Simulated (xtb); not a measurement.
C$_{4}$H$_{3}$S, doublet, geometry from GFN2-xTB. Base run: GFN0-xTB in xtb 6.7.1.

Here is a job for xtb.
```
$ xtb mol.xyz --gfn 0 --uhf 1 --json

# file mol.xyz
8

S     -0.00127787     0.06970181     1.20878531
C     -0.01316788     1.23910850    -0.02540317
C      0.01247167    -1.17275513     0.00395312
C     -0.00754797     0.76302635    -1.27874893
C      0.00761731    -0.66385036    -1.25401862
H      0.02325580    -2.19950722     0.31126409
H     -0.01339697     1.35042145    -2.17665447
H      0.01434834    -1.25931936    -2.14986897
```

Variants of this job, named by their change:

```tsv
change	ΔE vs base (kJ/mol)
base	0.00
etemp = 3000	-14.19
etemp = 10000	-167.6
etemp = 1000	-0.26
etemp = 10	0.00
```
